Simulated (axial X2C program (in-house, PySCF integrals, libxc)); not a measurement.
## TiF: nuclear properties from DFT to coupled cluster

Calculated with an axial X2C code built on PySCF integrals: two-component X2C with atomic mean-field Coulomb and Gaunt terms, Gaussian nuclei, basis Ti dyall-acv3z, F dyall-av3z with contracted cores.

R = 1.776 Å (near the PBE0 minimum at charge 0 of the determinant lowest at the starting distance; the state shown can have its own minimum elsewhere); state Ω = 3/2 (⟨Sz⟩ = 1.50, ⟨Lz⟩ = 0.00 at PBE0).

| level | Eeff magnitude (GV/cm) | Ws magnitude Ti (kHz) | A∥/gI Ti (MHz) | qzz Ti (a.u.) | A∥/gI F (MHz) | μ (D) |
| --- | --- | --- | --- | --- | --- | --- |
| PBE0 | 0.333 | 0.0835 | 423 | 0.62 | 3.66 | -3.05 |
| HF | 0.533 | 0.135 | 299 | 0.31 | 0.75 | -2.36 |
| B3LYP | 0.333 | 0.0834 | 457 | 0.67 | 5.14 | -3.09 |

Eeff is the effective electric field on the electron electric dipole moment in this Ω state and Ws the scalar–pseudoscalar constant of the nucleus named (defined with the proton number Z and per Ω); A∥ (defined per Ω) follows by multiplying with gI = μI/(I μN); qzz is the electric field gradient, eQq0 = 234.96 MHz × Q/barn × qzz; μ is positive if the F end (last atom) is positive. The operators were transformed with the bare-nucleus X2C matrices; with these basis sets, hyperfine constants and field gradients can be off by tens of per cent, and where levels differ in sign neither size nor sign is settled.

Finite-field MP2, CCSD and CCSD(T), with 19 electrons correlated in 130 natural virtual spinors (MP2 remainder added):

```
  level  Eeff magnitude (GV/cm)  Ws magnitude Ti (kHz)  A∥/gI Ti (MHz)  qzz Ti (a.u.)  A∥/gI F (MHz)  μ (D)
    MP2                   0.478                   0.12             448           0.63           5.02  -3.01
   CCSD                   0.457                  0.115             431           0.53           4.22  -3.01
CCSD(T)                   0.448                  0.112             440           0.55           4.68  -2.97
```

T1 = 0.026 (Lee–Taylor). One unrestricted determinant, the lowest of a limited PBE0 search, is the reference; the functionals treat spin collinearly. With several open shells it need not be a pure state. Correlation of the inner shells is missing, which matters for properties at the nucleus. Number of frozen shells: Ti 2 s, 1 p; F 1 s.

Question: By how much does correlation change each value, CCSD(T) against HF?

Answer: Eeff magnitude -16 %; Ws magnitude Ti -17 %; A∥/gI Ti 47 %; qzz Ti 77 %; A∥/gI F 524 %; μ 26 %.
